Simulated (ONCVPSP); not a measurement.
# Varying the ONCV potential for V

Base potential:

V, optimised norm-conserving Vanderbilt (ONCV), made with ONCVPSP 4.0.1 (PW91, fully relativistic). Core [Ar], reference 3d3 4s2. Waves: 4s: rc 2.70 bohr, ncon 5, nbas 9, qcut 2.3 1/bohr, 3 projectors, debl 2.5 Ha; p scattering state at 0.19 Ha: rc 2.35 bohr, ncon 4, nbas 7, qcut 3.8 1/bohr, 2 projectors, debl 0.8 Ha; 3d: rc 1.30 bohr, ncon 3, nbas 8, qcut 9.6 1/bohr, 2 projectors, debl 2.5 Ha. Local part: polynomial inside 1.30 bohr (lpopt 4, dvloc0 3 Ha). Core correction: Teter function, fcfact 4, rcfact 1.2.

Open shells are filled in proportion to 2j + 1.

Cutoffs, loose and tight: the cutoffs (Ha) at which the residual kinetic energy of the hardest occupied pseudo-wave falls to 1 and 0.1 mHa per electron. They do not see the model core or the augmentation charge, which bear on the density cutoff. Test errors are all-electron minus pseudo excitation energies from the reference, over the configurations 3d3 4s1; 3d3 4s0; 3d2 4s0; 3d3 4s0 4p1. A dash means not determined; rows that change the core or the reference have their own tests.

A true bound ghost makes a file unfit for plane-wave use even where its test errors are small: the radial tests pick states by their node count and pass the ghost by.

```tsv
change	outcome	cutoff, loose	cutoff, tight	bound ghosts	GHOST(+) flags above zero	largest test error (meV)
base	generated	40 Ha	47 Ha	p3/2, p1/2	s	+56
d: nproj 1	generated	40 Ha	47 Ha	p3/2, p1/2	s	+56
s: rc 2.46	generated	40 Ha	47 Ha	p3/2, p1/2	s	+56
core correction Teter function, fcfact 4, rcfact 1.72	generated	40 Ha	47 Ha	p3/2, p1/2	s	-939
reference 3d3 4s1	generated, projector energies reset by the program	40 Ha	47 Ha	p3/2, p1/2	s	-225
s: qcut 3.1; p: qcut 5.2; d: qcut 13	generated	55 Ha	64 Ha	p3/2, p1/2	s	+51
scalar-relativistic	generated	40 Ha	47 Ha	p	s	+55
local potential polynomial inside 1.30 bohr (lpopt 4, dvloc0 4.5 Ha)	generated	40 Ha	47 Ha	p3/2, p1/2	s	+56
s: qcut 1.8	generated	40 Ha	47 Ha	p3/2, p1/2	s	+59
d: rc 1.46	generated	37 Ha	41 Ha	p3/2, p1/2	s	+59
```

What comes out with this change to the base: d: ncon 4, nbas 9?

outcome: generated; cutoff, loose: 42 Ha; cutoff, tight: 80 Ha; bound ghosts: p3/2, p1/2; GHOST(+) flags above zero: s; largest test error (meV): +56.

What comes out with this change to the base: core correction Teter function, fcfact 3, rcfact 1.45?

outcome: generated; cutoff, loose: 40 Ha; cutoff, tight: 47 Ha; bound ghosts: p3/2, p1/2; GHOST(+) flags above zero: s; largest test error (meV): -265.

What comes out with this change to the base: all radii but the core radius scaled by about 1.26 (s 3.40, p 2.96, d 1.64 bohr); local potential polynomial inside 1.64 bohr (lpopt 4, dvloc0 3 Ha)?

outcome: generated, projector energies reset by the program; cutoff, loose: 34 Ha; cutoff, tight: 38 Ha; bound ghosts: none; GHOST(+) flags above zero: s; largest test error (meV): -126.
